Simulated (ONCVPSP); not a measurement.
# What one change does to a pseudopotential (nitrogen, ONCV)

nitrogen (N), optimised norm-conserving Vanderbilt (ONCV), made with ONCVPSP 4.0.1 (LDA (Perdew-Wang 92), scalar-relativistic). Core [He], reference 2s2 2p2.75 (charge +0.25). Waves: 2s: rc 0.75 bohr, ncon 5, nbas 8, qcut 8.9 1/bohr, local; 2p: rc 1.30 bohr, ncon 4, nbas 8, qcut 12.8 1/bohr, 2 projectors, debl 1.9 Ha. Local part: the s channel. Core correction: polynomial model core, fcfact 0.35.

All-electron outer shells of the reference configuration (LDA (PZ), scalar-relativistic, ld1.x):

| shell | level (eV) | outermost node (bohr) | outermost maximum (bohr) |
| --- | --- | --- | --- |
| 1s | -385.23 | – | 0.15 |
| 2s | -21.57 | 0.32 | 1.02 |
| 2p | -10.29 | – | 0.96 |

Change: s: ncon 3, nbas 6.

Cutoffs: the cutoffs (Ha) at which the residual kinetic energy of the hardest occupied pseudo-wave falls to 1 and 0.1 mHa per electron; they do not see the model core or the augmentation charge, which bear on the density cutoff. Errors are all-electron minus pseudo energies relative to the spin-unpolarised reference configuration.

Question: Predict the effect on cutoff, ghosts and configuration errors.

Answer: The potential gets softer (228 Ha and 290 Ha → 41 Ha and 52 Ha); of the 4 tests that both files solve, the error grows in 0 and shrinks in 3 by more than 15 % and 0.3 meV (median size 4.2 → 3.3 meV); neither file shows a bound ghost.

```csv
quantity,base,changed
"cutoff, loose",228 Ha,41 Ha
"cutoff, tight",290 Ha,52 Ha
loose cutoff by channel,"s 228 Ha, p 41 Ha","s 30 Ha, p 41 Ha"
bound ghosts,none,none
GHOST(+) flags under 300 eV,none,none
"error for 2s2 2p3, meV [ΔE -2.19 eV]",+0.2,+0.2
"error for 2s2 2p2, meV [ΔE 11.54 eV]",+2.5,+1.9
"error for 2s2 2p1, meV [ΔE 40.52 eV]",+33,+27
"error for 2s1 2p3, meV [ΔE 23.00 eV]",+5.9,+4.7
s: phases at 0.76 bohr within 0.05 rad from the reference energy up to (Ha; the scan ends near 5),to the end of the scan,to the end of the scan
p: phases at 1.32 bohr within 0.05 rad from the reference energy up to (Ha; the scan ends near 5),to the end of the scan,to the end of the scan
"rms error of d²Exc/dni dnj with the model core, mHa",0.87,0.93
```
